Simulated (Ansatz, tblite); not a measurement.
Removing and adding an electron: the cluster Si2Au2 (the lowest singlet isomer of a short search). The state is a singlet with charge 0. Geometry: r2SCAN-D4/def2-SVP. Ansatz, gas phase; energy differences of separate SCF runs; the oxidised species was run as a doublet alone; the reduced species was run as a doublet alone.

```csv
atom,x (Å),y (Å),z (Å)
Au1,0.7698,-1.4394,-0.6986
Au2,0.1372,1.7261,-0.3929
Si3,0.4388,-0.0396,1.3145
Si4,-1.3458,-0.2471,-0.2230
```

In the def2 sets Au takes a core potential; there is no spin–orbit coupling. The xTB rows come from tblite. The structure comes from a short search, and lower isomers may exist.

```csv
level,−HOMO (eV),vertical IE (eV),−LUMO (eV),vertical EA (eV),HOMO–LUMO gap (eV),IE − EA (eV),remarks
GFN1-xTB,9.18,11.37,8.24,6.42,0.94,4.94,–
GFN2-xTB,6.71,9.79,4.77,2.05,1.94,7.74,–
PBE-D4/def2-TZVP,4.48,6.99,3.29,–,1.19,–,–
PBE-D4/def2-TZVPD,4.49,–,3.31,1.31,1.18,–,HOMO above zero (-1 doublet)
r2SCAN-D4/def2-TZVP,4.57,6.93,3.13,–,1.44,–,–
r2SCAN-D4/def2-TZVPD,4.57,–,3.15,1.34,1.42,–,HOMO above zero (-1 doublet)
PBE0-D4/def2-TZVP,5.30,6.96,2.54,–,2.75,–,–
PBE0-D4/def2-TZVPD,5.30,–,2.56,1.20,2.74,–,HOMO above zero (-1 doublet)
```

Relaxing the oxidised species (r2SCAN-D4/def2-SVP) changes its energy by -0.03 eV at PBE-D4/def2-TZVP, so the adiabatic ionisation energy to this nearest minimum is 6.96 eV. At PBE0-D4/def2-TZVP it is 6.93 eV.     A HOMO above zero means that the electron is unbound at that level or that self-interaction error raises the level; the energy of removing that electron tells which. Raw xTB energy differences between charge states are shifted by several eV; the methods need an empirical correction for them.
